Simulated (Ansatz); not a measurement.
The same path of ClGaH₅NO (9 atoms, charge 0, multiplicity 1) was run twice with different band settings. Lost on the way: N6–H9. Made: O2–H9.

Theory: Ansatz, RKS B3LYP-D4/def2-SVP.

Relaxed end points:

```xyz
9
Properties=species:S:1:pos:R:3
Ga 0.022 0.147 0.287
O -0.395 -0.307 2.001
H -0.831 -1.159 2.118
H 1.373 -0.266 -0.384
Cl -1.749 0.347 -1.029
N 0.145 2.158 0.890
H 1.030 2.653 0.770
H -0.596 2.681 0.418
H -0.081 2.104 1.888
```

```xyz
9
Properties=species:S:1:pos:R:3
Ga 0.203 0.487 0.005
O -0.217 -0.090 2.022
H -1.132 -0.410 2.091
H 1.466 -0.292 -0.458
Cl -1.773 -0.014 -0.826
N 0.170 2.214 0.764
H 1.031 2.758 0.746
H -0.583 2.816 0.429
H -0.246 0.889 2.186
```

Common settings: movable images 5; climbing image yes; optimiser quadratic models (default); start path through a guess of the saddle point; force threshold 0.05 eV/Å; iteration limit 60; end points relaxed.

| run | spring |
| --- | --- |
| 1 | 5.0 eV/Å² |
| 2 | 0.5 eV/Å² |

(1) What does each run give, and how far can it be trusted?

## Answers

(1) Run 1: converged after 11 iterations, highest image 0.756 eV above the first end. A vibrational analysis at the climbing image gives one clearly imaginary mode, 1005i cm⁻¹: a first-order saddle point.
Run 2: converged after 13 iterations, highest image 0.756 eV above the first end. Another band between the same ends (5 images) ends at a top of the same energy, where a vibrational analysis finds 1 clearly imaginary mode.
The orbitals stay closed-shell, which can raise the energy where a bond breaks towards radicals; this wasn't checked here.
